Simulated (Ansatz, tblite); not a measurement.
Cost and result up the ladder for Ag₄ (4 atoms). Total charge 0; singlet. Geometry: PBE-D4/def2-SVP.

```xyz
4

Ag   -0.5629    0.7841    2.2139
Ag    1.1466    0.6338    0.0672
Ag    0.5624   -0.7831   -2.2144
Ag   -1.1460   -0.6349   -0.0667
```

Ansatz on 4 threads of INTEL XEON PLATINUM 8581C on a shared host; xTB runs through tblite on one thread. Times are rough, summed over both states, and most runs start from the orbitals of an earlier one. PBE0-D4/def2-TZVP serves as the yardstick here, not as an exact answer. The other state is a doublet.

In the def2 sets Ag takes a core potential; there is no spin–orbit coupling. The xTB rows come from tblite. The structure comes from a short search, and lower isomers may exist.

Raw xTB energies of ions are shifted by several eV.

```
                            level  functions  wall time
                         GFN1-xTB         36    0.008 s
                         GFN2-xTB         36     0.01 s
                 PBE-D4/def2-TZVP        160      3.3 s
                PBE0-D4/def2-TZVP        160      5.2 s
r2SCAN-D4/def2-TZVP (with forces)        160      7.1 s
```

Question: Estimate what each level gives for the vertical IE (eV).

Answer: 
```csv
level,vertical IE (eV),difference from PBE0-D4/def2-TZVP (eV)
GFN1-xTB,11.42,5.05
GFN2-xTB,12.02,5.65
PBE-D4/def2-TZVP,6.69,0.33
PBE0-D4/def2-TZVP,6.37,0.00
r2SCAN-D4/def2-TZVP (with forces),6.52,0.15
```
